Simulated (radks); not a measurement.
Excited configurations of neutral tantalum: one electron is placed in a higher orbital outside [Xe] 4f14 5d3 6s1. The ground configuration is [Xe] 4f14 5d3 6s2. Calculated with a radial shooting solver on a logarithmic mesh with Libxc functionals: Dirac Kohn-Sham, LDA (Slater exchange, Perdew-Wang correlation), spin-unpolarised, spherical densities, finite nucleus; open shells fill j = l - 1/2 first; Fermi nuclear charge, rms radius 5.3507 fm. Excitation = E - E(ground); binding = E(ion) - E, where the ion is the core of charge +1; n* = 1/sqrt(2 binding) in atomic units, and the quantum defect is n - n*.

| outer orbital | excitation (eV) | binding (eV) | n* | quantum defect |
|---|---|---|---|---|
| 5f5/2 | 7.675 | 0.920 | 3.845 | 1.155 |
| 6p1/2 | 3.830 | 4.765 | 1.690 | 4.310 |
| 6d3/2 | 7.006 | 1.590 | 2.925 | 3.075 |
| 6f5/2 | 7.955 | 0.641 | 4.608 | 1.392 |
| 7s1/2 | 6.106 | 2.490 | 2.338 | 4.662 |
| 7p1/2 | 6.789 | 1.807 | 2.744 | 4.256 |
| 7d3/2 | 7.613 | 0.983 | 3.720 | 3.280 |
| 7f5/2 | 8.130 | 0.466 | 5.406 | 1.594 |

The Delta-SCF ionisation energy is 8.596 eV (NIST Atomic Spectra Database: 7.550 eV, measured). Self-interaction in the functional shifts the binding energies and quantum defects, so they are the method's values and not measured ones. Spin polarisation and multiplet splitting are left out, so open shells lie too high by an amount that depends on their filling.

Beside tabulated values, note that spin-unpolarised runs miss the spin-polarisation part of the exchange energy of open shells.
